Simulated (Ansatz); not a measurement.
Basis sets compared for Na2Li5⁻ (the lowest singlet isomer of a short search). Charge -1, multiplicity 1. Geometry PBE/def2-TZVPD. Ansatz on 2 threads of Arm Neoverse V1 on a shared host; times are rough, and most runs start from earlier orbitals.

```xyz
7

Li    0.711    1.295    1.473
Li    1.741   -1.142    0.221
Li   -0.551    0.341   -1.050
Li   -2.310    1.515    0.813
Li   -0.876   -1.134    1.519
Na   -0.815   -2.629   -1.454
Na    2.101    1.754   -1.522
```

The restricted singlet is unstable towards broken spin symmetry in Hartree–Fock (as tested in another run); at PBE/def2-SVPD, PBE/def2-TZVPD, PBE0/def2-SVPD, PBE0/def2-TZVPD this wasn't settled. At PBE/def2-SVPD, PBE/def2-TZVPD the highest occupied level of the charge -1 singlet lies above zero (up to 0.25 eV). By energy differences its removal costs 0.97 eV (vertical, to the charge 0 doublet, at PBE0/def2-TZVPD). The structure comes from a short search, and lower isomers may exist.

```
         level  functions  energy (Eh)  HOMO (eV)  LUMO (eV)  wall time
 PBE/def2-SVPD         96    -361.7308       0.25       0.77      2.6 s
PBE0/def2-SVPD         96    -361.7756      -0.12       1.17      2.8 s
```

Estimate the rows for PBE/def2-TZVPD, PBE0/def2-TZVPD.


```
          level  functions  energy (Eh)  HOMO (eV)  LUMO (eV)  wall time
 PBE/def2-TZVPD        155    -361.8824       0.23       0.77      3.7 s
PBE0/def2-TZVPD        155    -361.9260      -0.14       1.16      4.6 s
```
